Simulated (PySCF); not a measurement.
## Atomic charges by several schemes

C6H9B.
Z-matrix (Å and degrees, PBE0-D3(BJ)/def2-SVP geometry), rows numbered from 1:
```
C 
C   1  1.3442
B   2  1.5598  1  124.30
C   3  1.5629  2  117.99  1  -151.26
C   4  1.3435  3  124.24  2   179.30
C   3  1.5606  2  121.38  1    28.74
C   6  1.3437  3  123.80  2    32.07
H   1  1.0953  2  121.33  3    -2.89
H   1  1.0960  2  122.37  3   175.29
H   2  1.0995  1  116.87  3  -174.19
H   4  1.0989  3  118.82  2    -0.79
H   5  1.0959  4  122.64  3  -179.97
H   5  1.0956  4  121.55  3     0.18
H   6  1.0986  3  119.55  2  -152.88
H   7  1.0952  6  121.39  3    -2.43
H   7  1.0959  6  122.34  3   175.75
```

Density: PBE0/pcSseg-1 (PySCF); schemes: Mulliken, IAO, Hirshfeld and ESP-fitted. Isolated species at its PBE0-D3(BJ)/def2-SVP geometry (one conformer only).

Problem. For which atoms does the sign change between the 4 schemes (beyond +0.03 e in one, beyond −0.03 e in another)?

Solution. For none.

Problem. At which atom do the 4 schemes differ most?

Solution. At B3: from +0.148 (Hirshfeld) to +0.669 e (Mulliken), 0.521 e apart.

Problem. What partial charge does each atom carry?

Solution. In e:

```
atom             environment  Mulliken     IAO  Hirshfeld  ESP-fitted
  C1    terminal =CH2 carbon    -0.168  -0.243     -0.063      -0.325
  C2        alkene CH carbon    -0.415  -0.257     -0.113      -0.250
  B3  three-coordinate boron    +0.669  +0.208     +0.148      +0.384
  C4        alkene CH carbon    -0.419  -0.256     -0.117      -0.302
  C5    terminal =CH2 carbon    -0.151  -0.231     -0.060      -0.281
  C6        alkene CH carbon    -0.416  -0.255     -0.112      -0.226
  C7    terminal =CH2 carbon    -0.178  -0.249     -0.068      -0.347
  H8        vinylic hydrogen    +0.127  +0.146     +0.042      +0.158
  H9        vinylic hydrogen    +0.123  +0.146     +0.048      +0.164
 H10        vinylic hydrogen    +0.111  +0.140     +0.038      +0.126
 H11        vinylic hydrogen    +0.108  +0.138     +0.037      +0.136
 H12        vinylic hydrogen    +0.125  +0.147     +0.049      +0.161
 H13        vinylic hydrogen    +0.123  +0.140     +0.046      +0.140
 H14        vinylic hydrogen    +0.115  +0.138     +0.037      +0.133
 H15        vinylic hydrogen    +0.125  +0.144     +0.041      +0.168
 H16        vinylic hydrogen    +0.121  +0.144     +0.046      +0.161
```

Mean size of the charges over all atoms: Mulliken 0.218 e, ESP-fitted 0.216 e, IAO 0.186 e, Hirshfeld 0.066 e. Each set sums to the total charge, 0, to within 0.001 e. The Hirshfeld scheme divides the density at each point in proportion to the densities of the neutral, spherically averaged free atoms.

Problem. Sum the charges by element, for elements with more than one atom.

Solution. 
```json
{"element": "C", "atoms": "6", "Mulliken": "-1.747", "IAO": "-1.492", "Hirshfeld": "-0.532", "ESP-fitted": "-1.731"}
{"element": "H", "atoms": "9", "Mulliken": "+1.078", "IAO": "+1.284", "Hirshfeld": "+0.384", "ESP-fitted": "+1.348"}
```

Problem. How many electrons does the Mulliken scheme count on C7?

Solution. Z − q = 6 − (-0.178) = 6.178.

Problem. How closely do the schemes follow one another over all atoms?

Solution. Correlation coefficient and root-mean-square difference: Mulliken with Hirshfeld 0.98, 0.199 e; IAO with ESP-fitted 0.98, 0.058 e; Hirshfeld with ESP-fitted 0.95, 0.162 e; IAO with Hirshfeld 0.95, 0.125 e; Mulliken with ESP-fitted 0.89, 0.122 e; Mulliken with IAO 0.87, 0.140 e.
